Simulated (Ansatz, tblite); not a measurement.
Forces on BiH2(vinyl) (C2H5Bi) at its PBE-D4/def2-TZVP geometry. Total charge 0; singlet.

In the def2 sets Bi takes a core potential; there is no spin–orbit coupling. The xTB rows come from tblite.

GFN1-xTB (tblite), largest force 0.60 eV/Å:

```xyz
8
positions Å, forces eV/Å
Bi   -0.016    1.794   -0.068   -0.369    0.202   -0.120
H    -0.874    1.866   -1.662    0.144   -0.092    0.359
H    -1.613    1.987    0.766    0.316   -0.117   -0.208
C    -0.134   -0.459    0.007    0.347   -0.171    0.082
C     0.935   -1.201    0.303   -0.567    0.150   -0.147
H    -1.098   -0.927   -0.207    0.328   -0.072    0.084
H     1.914   -0.764    0.522   -0.318   -0.170   -0.070
H     0.886   -2.295    0.340    0.119    0.270    0.020
```

GFN2-xTB (tblite), largest force 0.81 eV/Å:

```
Bi -0.441 0.038 -0.131
H 0.133 -0.052 0.332
H 0.294 -0.073 -0.195
C 0.523 -0.601 0.151
C -0.583 0.227 -0.154
H 0.484 0.204 0.107
H -0.483 -0.202 -0.109
H 0.074 0.459 -0.002
```

r2SCAN-D4/def2-TZVP (Ansatz), largest force 0.29 eV/Å:

```
Bi -0.242 -0.150 -0.069
H 0.085 -0.011 0.160
H 0.163 -0.023 -0.081
C 0.138 -0.125 0.038
C -0.128 0.085 -0.035
H 0.211 0.069 0.046
H -0.226 -0.084 -0.049
H -0.001 0.239 -0.011
```
